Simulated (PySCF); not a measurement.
Molecule: SMILES CO[Si](C)C, doublet. Atoms near the plane z = 0.0 Å, at the B3LYP/def2-SVP optimised geometry (x, y, z in Å): C1 (-1.1, 1.3, -0.9), O2 (-1.3, 0.3, 0.0), Si3 (-0.7, -1.2, 0.0), C5 (1.2, -1.2, 0.0), H7 (0.0, 1.6, -1.0), H8 (-1.6, 2.3, -0.6), H12 (1.6, -0.7, 0.9), H13 (1.6, -0.8, -0.9), H14 (1.5, -2.3, 0.1).

Level of theory: unrestricted B3LYP/def2-TZVP (PySCF). Cells within 0.4 Å of a nucleus heavier than hydrogen are left out (blank, or x). The values are rescaled to run from 0 to 1.

```
|55555555555555555555555555555|
|55555555555555555555555555555|
|55555555555555555555555555555|
|55555555555555555555555555555|
|55555555555555555555555555555|
|55555555555555555555555555555|
|55555555555555555555555555555|
|55555555555555555555555555555|
|55555555555555445555555555555|
|55555555555555445555555555555|
|55555544445555555555555555555|
|55555444335666555555555555555|
|5555544310x986555555555555555|
|555554420xxx97655555555555555|
|5555544310x986555555555555555|
|55555443335776544455555555555|
|55555444445665443456655555555|
|55555554455xx4332xx7665555555|
|55555555555xx4321xx7665555555|
|555555555555x43323x7665555555|
|55555555555554444456665555555|
|55555555555554444566655555555|
|55555555555555545556655555555|
|55555555555555555555555555555|
|55555555555555555555555555555|
|55555555555555555555555555555|
|55555555555555555555555555555|
|55555555555555555555555555555|
|55555555555555555555555555555|
```
Scale: ten equal steps from 0.000 (start of '0') to 1.00 (end of '9'), in the order '0123456789'; x runs from -4.50 to 4.50, y from -4.50 (bottom) to 4.50 (top).

### Question
Which quantity is mapped?
A. log10 of the electron density
B. an orbital amplitude
C. Laplacian of the electron density
D. spin density

### Answer
B, an orbital amplitude. In full: HOMO−1 amplitude (α) (bohr^(-3/2)), clipped to [-0.25, 0.25].
